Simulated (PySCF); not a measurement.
Geometry:
```
atom   x (Å)   y (Å)   z (Å)
  C1   3.296  -1.358   0.461
  C2   2.161  -0.976   0.650
  C3   0.790  -0.525   0.861
  C4  -0.264  -1.430   0.177
 Si5  -1.813  -0.340   0.169
  N6  -2.446  -0.192  -1.446
  C7  -0.937   1.246   0.718
  C8   0.550   0.953   0.440
  C9   0.907   1.210  -1.020
 H10   4.302  -1.697   0.299
 H11   0.604  -0.566   1.951
 H12  -0.361  -2.393   0.698
 H13   0.039  -1.647  -0.860
 H14  -2.823  -0.795   1.187
 H15  -2.745  -1.038  -1.922
 H16  -3.119   0.547  -1.626
 H17  -1.277   2.158   0.202
 H18  -1.109   1.400   1.796
 H19   1.193   1.589   1.072
 H20   0.817   2.282  -1.250
 H21   1.939   0.898  -1.238
 H22   0.227   0.674  -1.702
```

Geometry: PBE0-D3(BJ)/def2-SVP; GIAO shifts from PySCF 2.14, gas phase, non-relativistic, averaged over equivalent atoms.

At wB97X-D/pcSseg-1 (225 basis functions, 100 s wall time on 1 thread of an Arm Neoverse N1, shared host):
```tsv
atoms	δ (ppm)
C2	91.5
C1	76.6
C8	39.7
C3	35.8
C7	21.3
C4	18.5
C9	18.1
Si5	6.6
N6	18.9
H14	5.05
H11	2.10
H19	2.08
H10	2.06
H20/H21/H22	1.26
H12	1.12
H13	0.80
H18	0.58
H17	0.54
H15/H16	0.16
```

Shifts are taken against calculated references (same method and geometry level): $^{13}$C (184.54 ppm) and $^{29}$Si (352.93 ppm) and $^{1}$H (31.38 ppm) against TMS; $^{15}$N (263.98 ppm) vs NH3.

Problem. Estimate the result of repeating the calculation with PBE0/pcSseg-1.

Solution. 
```csv
atoms,δ at PBE0/pcSseg-1,change
C2,91.3,-0.2
C1,75.9,-0.7
C8,40.6,+0.9
C3,36.8,+1.0
C7,22.2,+0.9
C4,18.9,+0.4
C9,18.0,-0.1
Si5,6.3,-0.3
N6,21.4,+2.5
H14,5.18,+0.13
H11,2.25,+0.15
H19,2.18,+0.10
H10,2.03,-0.03
H20/H21/H22,1.26,+0.00
H12,1.18,+0.06
H13,0.86,+0.06
H18,0.67,+0.09
H17,0.61,+0.07
H15/H16,0.14,-0.02
```

Scale: $^{13}$C (184.41 ppm), $^{29}$Si (351.99 ppm), $^{1}$H (31.27 ppm) against TMS; $^{15}$N (265.67 ppm) against NH3 (reference shieldings calculated alike).

The largest change is at N6 (nitrogen bonded to Si, 2 H). Cost: 225 basis functions, 99 s wall time on 1 thread of an Arm Neoverse N1, shared host. The order of the carbon signals is the same at both levels.

Experimental scales use liquid or dissolved standards, which lie at an offset from isolated NH3 (liquid NH3: subtract about 20 ppm).
